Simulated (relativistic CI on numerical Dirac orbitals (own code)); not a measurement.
# Pr4+: 4p photoemission

Computed with this model: Dirac-Coulomb-Breit CI, separate exchange-only KLI orbitals for each configuration, QED by a radiative potential, multiplet model of photoemission in the sudden approximation, unscaled Slater integrals; configurations [Xe] 4f → [Ar] 3d10 4s2 4p5 4d10 4f 5s2 5p6; 300 K; Lorentzian 2.5 eV and Gaussian 0.7 eV FWHM. Energies are those of the free ion, without screening or charge transfer. The energies are binding energies and can lie tens of eV above those of solids. S is read from ⟨S²⟩ = S(S + 1).

free ion: ground-state S = 0.50, centroid 292.57 eV. Peaks (eV, height): 285.0 (100), 305.8 (54), 309.4 (40).

Strongest unbroadened transitions for free ion:

```tsv
Energy (eV)	Relative strength
282.13	33.9
283.49	36.9
284.83	100.0
285.29	10.4
286.65	68.6
287.70	1.2
290.41	21.1
305.87	78.7
306.51	0.4
307.21	0.4
309.65	55.0
```
